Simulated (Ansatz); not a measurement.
Br$_{2}$, charge -1, doublet, geometry from GFN2-xTB (a state made from the parent by changing its charge; the spin is typed, not shown lowest) (a gas-phase anion, which may not be bound at this level); WB97M-V/6-31G* (Ansatz, a quantum-chemistry and plane-wave program).

Input for Ansatz:
Ansatz 0.2 input:
```yaml
crystal:
  periodic: [false, false, false]
  atoms:
    - {symbol: Br, position_ang: [-0.00000000, -0.00000000, -1.52077587]}
    - {symbol: Br, position_ang: [0.00000000, 0.00000000, 1.52077587]}
basis:
  gaussian:
    orbitals: 6-31G*
hamiltonian:
  xc: {name: wB97M-V}
total_charge: -1
magnetization: {spin_polarized: true, initial_magnetization: 1}
accuracy: high
```

Problem. Predict the main parts of the log of this Ansatz run.

Solution. 
```
Functional definition: wB97M-V
1042 factors; integrals over basis functions are off by at most 4.3e-9 eV
201 factors; integrals over basis functions are off by at most 1.1e-9 eV
mean field evaluation 1: about -140070.2978 eV, gradient 1.1e1 eV
mean field evaluation 2: about -140070.4892 eV, gradient 8.6e0 eV
mean field evaluation 4: about -140070.5957 eV, gradient 1.5e-1 eV
mean field evaluation 8: about -140070.6046 eV, gradient 1.2e-3 eV
mean field evaluation 16: about -140070.6046 eV, gradient 7.8e-7 eV
mean field -140070.60458379 eV, -5147.4997751884 hartree, gradient 1.5e-8 eV, S^2 0.753804; 1 other end points of the search recorded, 0 dependent functions left out
reference -140070.60458641 eV, -5147.4997752848 hartree; 36, 35 occupied and 34, 35 virtual orbitals, 1042 factors
Total energy: -140070.60458641 eV, -5147.4997752848 hartree
```
